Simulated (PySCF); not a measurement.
# Radial density of Ni (nickel, neutral)

UHF, [Ar] 3d8 4s2, high-spin 3F determinant. Computed with PySCF 2.14 in aug-cc-pVDZ, with no relativity, point nucleus.

| r (bohr) | 4πr²ρ (e/bohr) | 4πr²(ρα − ρβ) |
| --- | --- | --- |
| 0.000960 | 0.1638 | 0.0000 |
| 0.00161 | 0.4468 | 0.0000 |
| 0.00271 | 1.189 | 0.0001 |
| 0.00457 | 3.032 | 0.0001 |
| 0.00768 | 7.207 | 0.0003 |
| 0.0129 | 15.23 | 0.0007 |
| 0.0217 | 26.46 | 0.0013 |
| 0.0365 | 33.67 | 0.0019 |
| 0.0615 | 29.19 | 0.0048 |
| 0.103 | 28.58 | 0.0300 |
| 0.174 | 38.31 | 0.1839 |
| 0.293 | 22.58 | 0.8318 |
| 0.492 | 18.00 | 1.9725 |
| 0.828 | 16.96 | 1.8416 |
| 1.39 | 4.532 | 0.6604 |
| 2.34 | 1.194 | 0.0935 |
| 3.94 | 0.3839 | -0.0127 |
| 6.63 | 0.02971 | -0.0038 |
| 11.1 | 0.0001714 | 0.0000 |

Question: Where is the radial spin density 4πr²(ρα − ρβ) most negative, and why is it negative at all?

Answer: Around r = 3.94 bohr, down to -0.0127 e/bohr: exchange with the open shell polarises the paired shells in an unrestricted calculation.
